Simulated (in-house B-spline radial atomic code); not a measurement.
## RPA and G0W0 on r2SCAN0: Cu6+

Configuration [Ar] 3d5, highest spin, mean-field start r2SCAN0. Computed with a B-spline radial code for spherical atoms: all electrons, scalar-relativistic (spin-free one-electron X2C), finite nucleus, each spin shell either full or empty, empty states to l = 9 with an (l + 1/2)⁻⁴ tail; G0W0 by contour deformation at full frequency.

Command:
```bash
python run_gw.py task.json out
```
Settings (radii: box in bohr, nucleus in fm):
```
Z                        29
electrons                23
configuration            [Ar] 3d5
hamiltonian              x2c
method                   r2scan0
lmax                     9
rms_radius               3.8823
spin_polarised           True
box_radius               9.29
intervals                67
```

Cost of the run: 1.4 s on 1 thread of Intel(R) Xeon(R) 6975P-C (shared host).

Energies (hartree):

```csv
term,value
mean-field total,-1643.48464
Hartree-Fock functional on these orbitals,-1642.41795
direct second order,-1.7192
second-order exchange,0.56292
SOSEX correction,0.52761
```

Problem. What is the RPA correlation energy, and what remains with SOSEX?

Solution. RPA gives -1.5516 hartree (-1.84 eV per electron); RPA + SOSEX gives -1.024, and the second-order doubles -1.1563 hartree (no singles). SOSEX takes back 34 % of the RPA value.

Quasi-particle levels (eV):

```tsv
level	occupied	mean field	Σx - vxc	Σc	QP weight	G0W0
3d up	yes	-129.94	-10.79	?	?	?
3p down	yes	-192.59	-9.31	0.21	0.965	-201.68
3s down	yes	-239.79	-15.03	7.72	0.856	-247.10
3d down	no	-111.86	12.83	-5.19	0.971	-104.23
```

G0W0 = mean field + (Σx - vxc) + Σc, with Σc (partial-wave tail included) taken at the quasi-particle energy. Only the outer levels were computed. Levels of low weight are left out.

Problem. Where does G0W0 put 3d up?

Solution. At -139.38 eV, with Σc = 1.35 eV and a quasi-particle weight of 0.968. The tabulated removal energy is 139 ± 1.2 eV (NIST, semi-empirical); the calculation leaves out spin-orbit coupling, Breit and QED terms, and what these don't explain is the method's own error.
